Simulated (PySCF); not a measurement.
Cartesian coordinates in Å; atom numbers follow the order of the lines, from 1:
```xyz
21

C     4.118    0.013   -0.379
C     2.812   -0.376    0.270
O     1.770    0.305   -0.375
C     0.495    0.107    0.179
C    -0.095   -1.298   -0.025
Si   -1.969   -1.181    0.206
N    -2.203    0.472   -0.302
Si   -0.728    1.362   -0.578
H     4.963   -0.496    0.107
H     4.275    1.099   -0.308
H     4.112   -0.260   -1.445
H     2.664   -1.472    0.207
H     2.821   -0.117    1.350
H     0.525    0.315    1.273
H     0.094   -1.609   -1.068
H     0.359   -2.059    0.631
H    -2.712   -2.171   -0.636
H    -2.383   -1.425    1.627
H    -3.123    0.879   -0.425
H    -0.710    2.680    0.130
H    -0.430    1.613   -2.023
```

Geometry: PBE0-D3(BJ)/def2-SVP; GIAO absolute shieldings from PySCF 2.14.0 with density-fitted response routines, gas phase, non-relativistic, averaged over equivalent atoms.

At CAM-B3LYP/pcSseg-1 (215 basis functions, 97 s wall time on 1 thread of an Arm Neoverse N1, shared host):
```json
{"atoms": "C4", "σ (ppm)": "113.2"}
{"atoms": "C2", "σ (ppm)": "114.9"}
{"atoms": "C1", "σ (ppm)": "164.7"}
{"atoms": "C5", "σ (ppm)": "168.9"}
{"atoms": "O3", "σ (ppm)": "282.0"}
{"atoms": "Si6", "σ (ppm)": "366.2"}
{"atoms": "Si8", "σ (ppm)": "368.0"}
{"atoms": "N7", "σ (ppm)": "258.6"}
{"atoms": "H17", "σ (ppm)": "26.44"}
{"atoms": "H20", "σ (ppm)": "26.58"}
{"atoms": "H18", "σ (ppm)": "26.59"}
{"atoms": "H21", "σ (ppm)": "26.73"}
{"atoms": "H12", "σ (ppm)": "27.61"}
{"atoms": "H14", "σ (ppm)": "27.82"}
{"atoms": "H13", "σ (ppm)": "28.45"}
{"atoms": "H16", "σ (ppm)": "29.70"}
{"atoms": "H9/H10/H11", "σ (ppm)": "30.09"}
{"atoms": "H15", "σ (ppm)": "30.31"}
{"atoms": "H19", "σ (ppm)": "31.79"}
```

**Question.** Estimate the result of repeating the calculation with PBE0/pcSseg-1.

**Answer.** 
```json
{"atoms": "C4", "σ at PBE0/pcSseg-1": "115.5", "change": "+2.3"}
{"atoms": "C2", "σ at PBE0/pcSseg-1": "117.6", "change": "+2.7"}
{"atoms": "C1", "σ at PBE0/pcSseg-1": "166.9", "change": "+2.2"}
{"atoms": "C5", "σ at PBE0/pcSseg-1": "171.1", "change": "+2.2"}
{"atoms": "O3", "σ at PBE0/pcSseg-1": "278.5", "change": "-3.5"}
{"atoms": "Si6", "σ at PBE0/pcSseg-1": "371.8", "change": "+5.6"}
{"atoms": "Si8", "σ at PBE0/pcSseg-1": "375.0", "change": "+7.0"}
{"atoms": "N7", "σ at PBE0/pcSseg-1": "258.7", "change": "+0.1"}
{"atoms": "H17", "σ at PBE0/pcSseg-1": "26.23", "change": "-0.21"}
{"atoms": "H20", "σ at PBE0/pcSseg-1": "26.39", "change": "-0.19"}
{"atoms": "H18", "σ at PBE0/pcSseg-1": "26.37", "change": "-0.22"}
{"atoms": "H21", "σ at PBE0/pcSseg-1": "26.54", "change": "-0.19"}
{"atoms": "H12", "σ at PBE0/pcSseg-1": "27.54", "change": "-0.07"}
{"atoms": "H14", "σ at PBE0/pcSseg-1": "27.64", "change": "-0.18"}
{"atoms": "H13", "σ at PBE0/pcSseg-1": "28.41", "change": "-0.04"}
{"atoms": "H16", "σ at PBE0/pcSseg-1": "29.56", "change": "-0.14"}
{"atoms": "H9/H10/H11", "σ at PBE0/pcSseg-1": "30.06", "change": "-0.03"}
{"atoms": "H15", "σ at PBE0/pcSseg-1": "30.18", "change": "-0.13"}
{"atoms": "H19", "σ at PBE0/pcSseg-1": "31.69", "change": "-0.10"}
```

The largest change is at Si8 (silicon bonded to C, N, 2 H, in a 5-membered ring). Cost: 215 basis functions, 75 s wall time on 1 thread of an Arm Neoverse N1, shared host. The order of the carbon signals is the same at both levels.
